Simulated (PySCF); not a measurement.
CsI, SMILES [I][Cs].

Coordinates come from a B3LYP-D3(BJ)/def2-TZVPD optimisation. The def2 effective core potentials stand for the cores of Cs, I; spin–orbit coupling is left out.

Calculation: PBE/def2-TZVPD (PySCF).

The molecule is in vacuum.

Computed frontier levels, gap, dipole moment and polarisability:
| Property | Result |
|---|---|
| highest occupied level | -4.35 eV |
| lowest empty level | -1.80 eV |
| orbital gap | 2.55 eV |
| dipole moment | 11.33 D |
| quadrupole, principal values (traceless, Buckingham form, about the centre of nuclear charge) | -1.06, -1.06, 2.12 D·Å |
| mean static polarisability | 89.1 bohr³ (13.20 Å³) |
| polarisability, principal values | 71.0, 71.0, 125.2 bohr³ |
